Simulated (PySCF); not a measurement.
NaSn from Hartree–Fock to correlated methods

State: ⁴Σ⁻ (quartet), unpaired electrons σ ↑, π ↑↑. Set-up: Na def2-SVP, Sn def2-SVP with ECP28; scalar-relativistic core potentials (PySCF 2.14). De refers to Na + Sn in their high-spin ground configurations, without counterpoise correction. The functionals are run spin-unrestricted. A positive dipole means Na(−)Sn(+).

```tsv
Level	Re (Å)	ωe (cm⁻¹)	De (eV)	μ (D)
UHF	2.963	180	0.81	-8.38
UHF-MP2	2.945	188	1.17	n/a
UHF-SCS-MP2	2.949	186	1.04	n/a
UHF-CCSD	2.949	186	1.13	n/a
UHF-CCSD(T)	2.950	186	1.15	n/a
LDA	2.874	180	1.40	-6.16
PBE	2.938	172	1.18	-6.33
revPBE	2.968	169	1.12	-6.52
TPSS	2.934	177	1.26	-6.88
r²SCAN	2.917	182	1.36	-7.23
PBE0	2.918	180	1.18	-7.02
LC-ωPBE	2.877	192	1.18	-8.04
```

The bond length runs from 2.874 Å (LDA) to 2.968 Å (revPBE). De spans 0.81 eV (UHF, mean field) to 1.40 eV (LDA, local density). Correlation at CCSD(T) changes the Hartree–Fock bond energy by +0.34 eV; the triples alone change it by +0.02 eV.

Correlated steps freeze 5 core orbitals. Correlated levels converge slowly with the basis: in double zeta they bind strong bonds too weakly, by up to about 1 eV, and carry superposition errors of some tenths. These are scalar-relativistic numbers at best; spin–orbit coupling would shift them, the dissociation energy most. The state is the lowest determinant that a PBE0 search found; another state may lie lower at other levels.
